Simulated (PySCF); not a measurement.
## NbF3: one-bond stretch

All numbers come from UB3LYP in PySCF with Nb def2-SVP with ECP28, F def2-SVP; scalar-relativistic core potentials, no spin–orbit coupling; density-fitted integrals.

Rigid scan from the triplet minimum (Nb–F 1.865 Å, Nb–F 1.885 Å (×2); F–Nb–F 103.4°, F–Nb–F 128.3° (×2)). Coordinate: the bond from Nb to the last atom (F) scaled, the rest fixed. Energies in kJ/mol from the minimum.

```json
{"scale of one bond": "0.92", "E (kJ/mol)": "36.4", "dipole size (D)": "0.98", "⟨S²⟩": "2.00"}
{"scale of one bond": "0.96", "E (kJ/mol)": "8.0", "dipole size (D)": "0.95", "⟨S²⟩": "2.00"}
{"scale of one bond": "1.00", "E (kJ/mol)": "0.0", "dipole size (D)": "1.14", "⟨S²⟩": "2.00"}
{"scale of one bond": "1.05", "E (kJ/mol)": "9.6", "dipole size (D)": "1.52", "⟨S²⟩": "2.00"}
{"scale of one bond": "1.12", "E (kJ/mol)": "45.7", "dipole size (D)": "2.10", "⟨S²⟩": "2.00"}
{"scale of one bond": "1.20", "E (kJ/mol)": "103.0", "dipole size (D)": "2.75", "⟨S²⟩": "2.00"}
{"scale of one bond": "1.35", "E (kJ/mol)": "221.4", "dipole size (D)": "3.85", "⟨S²⟩": "2.01"}
{"scale of one bond": "1.55", "E (kJ/mol)": "360.1", "dipole size (D)": "–", "⟨S²⟩": "2.09"}
{"scale of one bond": "1.80", "E (kJ/mol)": "465.7", "dipole size (D)": "–", "⟨S²⟩": "2.43"}
{"scale of one bond": "2.20", "E (kJ/mol)": "535.0", "dipole size (D)": "–", "⟨S²⟩": "2.68"}
```

Spin contamination is strong at 1.80, 2.20, so these points are less reliable.

With open d or f shells other occupations or spin states may lie lower.

Other isomers or separated fragments may lie lower.
